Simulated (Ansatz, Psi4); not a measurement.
# Predicting a hybrid from its neighbours: TlI (thallium iodide)

The species is TlI (2 atoms), meant as a singlet with charge 0. SMILES: `[I][Tl]`. The shape is that of a PBE0-D4/def2-TZVP optimisation.

The HOMO–LUMO gap y, in eV, basis def2-TZVPP with a core potential; a is the functional's share of exact exchange. Programs: Ansatz 0.2.0, Psi4 1.11.

| functional | program | a | y (eV) |
| --- | --- | --- | --- |
| revPBE | Ansatz | 0 | 3.37 |
| BLYP | Ansatz | 0 | 3.21 |
| TPSSh | Psi4 | 0.1 | 4.17 |
| B3LYP | Ansatz | 0.2 | ? |
| PBE0 | Ansatz | 0.25 | 4.96 |
| r2SCAN0 | Ansatz | 0.25 | 5.29 |
| BHLYP | Ansatz | 0.5 | 6.30 |

Fit y = c + s·a to the known rows and predict B3LYP.


1. Means of the 6 rows: a = 0.1833, y = 4.550.
2. Σ(Δa)² = 0.18333, Σ(Δa·Δy) = 1.1245, so the slope is 1.1245/0.18333 = 6.1337.
3. Intercept: 4.550 − (6.1337) × 0.1833 = 3.426. The largest residual of the fit is 0.33.
4. B3LYP: 3.426 + (6.1337) × 0.2 = 4.65 eV.

The run gave 4.51 eV, so the prediction is off by +0.14 eV, within the largest residual. Exact exchange lowers occupied levels and raises empty ones.
